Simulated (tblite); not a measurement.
Cl2Fe (SMILES [Cl][Fe][Cl]), quintet, geometry from GFN2-xTB (such geometries of metal compounds can be far from the true shape); GFN1-xTB in tblite 0.6.0.

The tblite input:
```
$ tblite run mol.xyz --method gfn1 --charge 0 --spin 4 --json tblite.json --no-restart

# file mol.xyz
3

Fe    -0.40815377     0.20857746    -0.36293014
Cl     1.54992816     0.14750098    -0.93808064
Cl    -0.92569298    -0.46650180     1.49315026
```

It wrote (shortened):

```
xTB calculator
 | screened Coulomb repulsion
 | Coulomb electrostatics
 |  * isotropic Klopman-Ohno-Mataga-Nishimoto electrostatics
 |  * onsite third-order electrostatics
 | DFT-D3(BJ) dispersion correction

halogen bonding energy    0.0000000000000E+00 Eh
repulsion energy          1.5874343749336E-02 Eh
dispersion energy        -9.9330767180391E-04 Eh
number of electrons       2.2000000000000E+01 e
integral cutoff           3.7349097962799E+01 bohr

------------------------------------------------------------
  cycle        total energy    energy error   density error
------------------------------------------------------------
      1     -11.09530481025  -1.1110186E+01   7.1141001E-01
      2     -3.538825207386   7.5564796E+00   1.8061053E+00
      3     -11.43954526423  -7.9007201E+00   4.0070595E-01
      4     -10.50848783699   9.3105743E-01   6.3104290E-01
      5     -10.64628549151  -1.3779765E-01   5.7953204E-01
      6     -11.44256648907  -7.9628100E-01   7.7238788E-02
      7     -11.46120894787  -1.8642459E-02   1.6764353E-02
      8     -11.46037402345   8.3492442E-04   2.4384714E-02
      9     -11.46058010040  -2.0607695E-04   1.8021555E-02
     10     -11.46106766862  -4.8756822E-04   9.7775468E-03
     11     -11.46121400244  -1.4633382E-04   5.0873239E-03
     12     -11.46125947509  -4.5472649E-05   1.3447163E-03
     13     -11.46126258351  -3.1084181E-06   3.4395408E-05
     14     -11.46126258200   1.5083454E-09   5.1932320E-05
     15     -11.46126258671  -4.7038355E-09   2.2085306E-06
------------------------------------------------------------

electronic energy        -1.1476143622783E+01 Eh
total energy             -1.1461262586705E+01 Eh

Post processing:
 | Mayer-Wiberg bond orders

[Info] JSON dump of results written to 'tblite.json'
```
